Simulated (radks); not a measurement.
Task: The mean radii <r> (bohr) of the occupied orbitals of an atom or ion are listed with their occupations. All-electron calculation, scalar-relativistic Kohn-Sham, r2SCAN, spin-polarised, spherical densities, finite nucleus; meta-GGA in the generalised Kohn-Sham scheme; Fermi nuclear charge, rms radius of each element as measured or else 0.836 A^(1/3) + 0.57 fm. Program: a radial shooting solver on a logarithmic mesh with Libxc functionals.

orbital  occ.      <r>
1s down     1  0.01606
1s up       1  0.01606
2s up       1  0.06760
2s down     1  0.06760
2p up       3  0.06144
2p down     3  0.06144
3s up       1   0.1744
3s down     1   0.1744
3p up       3   0.1764
3p down     3   0.1763
3d up       5   0.1600
3d down     5   0.1600
4s up       1   0.3841
4s down     1   0.3842
4p up       3   0.4095
4p down     3   0.4095
4d up       5   0.4307
4d down     5   0.4307
5s up       1   0.8543
5s down     1   0.8533
4f up       7   0.4536
4f down     7   0.4533
5p up       3   0.9700
5p down     3   0.9693
5d up       5    1.225
5d down     4    1.224
6d up       1    3.236

Name the element and its charge. Open shells, if any, are filled with parallel spins first.

Result: Z = 82, lead, charge +4: Pb4+ in [Xe] 4f14 5d9 6d1. The 1s radius gives Z: for a bare nucleus <r> = (2 gamma + 1)/(2Z) with gamma = sqrt(1 - (Z/c)^2), 0.01587 bohr for Z = 82, and screening makes it slightly larger (0.01606 here). The occupations add up to 78, and the charge is Z minus that.
